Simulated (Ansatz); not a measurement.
Ga(NH3)H3 (GaNH₆), 8 atoms. Hardware: 4 threads of AMD EPYC 7B13 on a shared host.

Correlated methods freeze 10 core orbitals; core or outer-core shells of Ga are correlated, in sets that lack core-valence functions.

**Question.** How many basis functions does each of these Ansatz runs have, and roughly what does it cost? r2SCANh-D4/def2-TZVP, charge 0 singlet, energy, from earlier orbitals; PBE0-D4/def2-SVP, charge 0 singlet, energy, from earlier orbitals; RPA@PBE/def2-TZVP, charge 0 singlet, energy, from earlier orbitals; PBE0-D4/def2-TZVP, charge 1 doublet, relaxation, 8 steps; r2SCAN-D4/def2-TZVP, charge 0 triplet at the geometry of the charge 0 singlet, energy, from earlier orbitals; PBE with 35 % exact exchange/def2-TZVP, charge 0 singlet, energy, from earlier orbitals; PBE0-D4/def2-TZVP, charge 0 singlet, energy, from earlier orbitals; MP2/def2-TZVP, charge 0 singlet, energy, from earlier orbitals; PBE-D4/def2-TZVP, charge 0 singlet, energy and forces, from earlier orbitals; PBE-D4/def2-SVP, charge 0 singlet, energy, from earlier orbitals; PBE0-D4/def2-TZVP, charge 1 doublet at the geometry of the charge 0 singlet, energy; r2SCAN-D4/def2-TZVP, charge 0 singlet, energy, from earlier orbitals.

**Answer.** Other jobs shared the machine, so times can vary by a factor of up to 3. A dash marks memory too small to be measured apart from the calling script's.

```csv
run,functions,fitting or Cholesky vectors,wall time,peak host memory (GiB)
"PBE-D4/def2-SVP, charge 0 singlet, energy, from earlier orbitals",76,875,0.5 s,–
"PBE0-D4/def2-SVP, charge 0 singlet, energy, from earlier orbitals",76,780,0.6 s,–
"PBE-D4/def2-TZVP, charge 0 singlet, energy and forces, from earlier orbitals",115,787,0.65 s,–
"PBE with 35 % exact exchange/def2-TZVP, charge 0 singlet, energy, from earlier orbitals",115,847,0.65 s,–
"MP2/def2-TZVP, charge 0 singlet, energy, from earlier orbitals",115,816,0.7 s,–
"PBE0-D4/def2-TZVP, charge 0 singlet, energy, from earlier orbitals",115,832,0.75 s,–
"r2SCAN-D4/def2-TZVP, charge 0 singlet, energy, from earlier orbitals",115,787,1.1 s,–
"r2SCANh-D4/def2-TZVP, charge 0 singlet, energy, from earlier orbitals",115,810,1.2 s,–
"RPA@PBE/def2-TZVP, charge 0 singlet, energy, from earlier orbitals",115,816,1.5 s,–
"r2SCAN-D4/def2-TZVP, charge 0 triplet at the geometry of the charge 0 singlet, energy, from earlier orbitals",115,787,3 s,–
"PBE0-D4/def2-TZVP, charge 1 doublet at the geometry of the charge 0 singlet, energy",115,832,7.5 s,–
"PBE0-D4/def2-TZVP, charge 1 doublet, relaxation, 8 steps",115,832,9 s,–
```
